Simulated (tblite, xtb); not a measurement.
H₄AsSi, doublet, geometry from GFN2-xTB. Base run: xtb 6.7.1 with GFN1-xTB.

The xtb input:
```
$ xtb mol.xyz --gfn 1 --uhf 1 --json

# file mol.xyz
6

Si    -1.40329534    -0.53462063     0.03897477
As     0.72861432     0.32423351    -0.02335434
H     -1.67313328    -1.31833068     1.25215617
H     -2.36838393     0.56910308     0.00592110
H     -1.70511391    -1.41474898    -1.09857261
H      1.34849332    -1.05104054     0.06554169
```

Programs used: tblite, xtb; a row that names a program was run with it.

Variants of this job, named by their change:

| change | ΔE vs base (kcal/mol) | dipole (D) | G_solv (kcal/mol) | SCF cycles |
|---|---|---|---|---|
| base | 0.000 | 0.92 | - | 12 |
| alpb = benzene | -1.93 | 0.98 | -1.95 | 10 |
| program = tblite; method = gfn1; option = (--efield, 0,0,0.1) | -0.072 | - | - | - |
| alpb = water | -0.72 | 1.00 | -0.74 | 10 |
| alpb = thf | -1.91 | 1.00 | -1.93 | 10 |
| program = tblite; method = gfn1; option = (--guess, eeq) | -0.001 | - | - | - |
| file = coord | 0.000 | 0.92 | - | 12 |
| gbsa = methanol | -1.72 | 1.08 | -1.79 | 10 |

ALPB and GBSA are two models with their own fitted parameters for each solvent, which aren't always the measured dielectric constant.
